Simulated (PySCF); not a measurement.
Potential energy curve for SiH (cation, charge +1), singlet.

- RKS-PBE = PySCF with restricted PBE/cc-pVDZ
- RHF/cc-pVDZ (PySCF)
- CASSCF(4,5)/cc-pVDZ (PySCF)
- RKS-TPSSh = PySCF with restricted TPSSh/cc-pVDZ
- RCCSD(T) = CCSD(T) on RHF/cc-pVDZ, 5 core orbitals frozen in PySCF

Energies are in kcal/mol, each relative to the lowest point of its own curve near equilibrium.

```csv
R / Å,RKS-PBE,RHF,"CASSCF(4,5)",RKS-TPSSh,RCCSD(T)
1.20,35.1,31.2,33.4,32.7,31.8
1.30,15.3,12.2,14.0,13.4,12.9
1.37,7.0,4.8,6.1,5.8,5.4
1.44,2.3,1.0,1.8,1.6,1.4
1.48,0.8,0.1,0.5,0.4,0.3
1.52,0.0,0.0,0.0,0.0,0.0
1.58,0.0,1.0,0.3,0.5,0.6
1.62,0.6,2.3,1.2,1.5,1.6
1.68,2.3,5.0,3.2,3.7,3.8
1.76,5.6,9.7,6.8,7.6,7.8
1.88,12.0,18.3,13.6,15.0,14.9
2.04,21.9,31.3,23.5,26.1,25.4
2.29,38.1,52.4,38.5,43.8,40.7
2.48,49.7,67.8,48.0,56.3,50.2
2.72,62.4,85.4,57.1,70.2,59.1
3.01,74.8,103.6,63.9,83.9,65.5
3.31,84.4,119.1,67.8,94.7,68.7
3.71,93.2,135.2,70.0,104.7,69.9
4.13,—,147.5,70.9,111.2,69.8
4.60,—,156.9,71.2,115.2,69.1
5.35,—,165.7,71.3,117.7,68.1
6.02,—,169.8,71.3,118.3,67.5
```

At the longest distance, 6.02 Å, RHF lies highest above its minimum (169.8 kcal/mol) and RCCSD(T) lowest (67.5 kcal/mol).

A dash means that the run gave no value there, or that the column was ended at a point which the program doubted or which failed a test of continuity chosen for this set; such a test can also cut sound points.

The restricted form behind RKS-PBE, RHF, RKS-TPSSh keeps the bonding electrons paired and can't separate into open-shell fragments. At the longest distance RKS-TPSSh leaves fractional charges on the fragments, a sign of delocalisation error or of the restricted form. The T1 diagnostic of CCSD on the restricted reference of RCCSD(T) exceeds 0.045 at 3.31 to 6.02 Å.
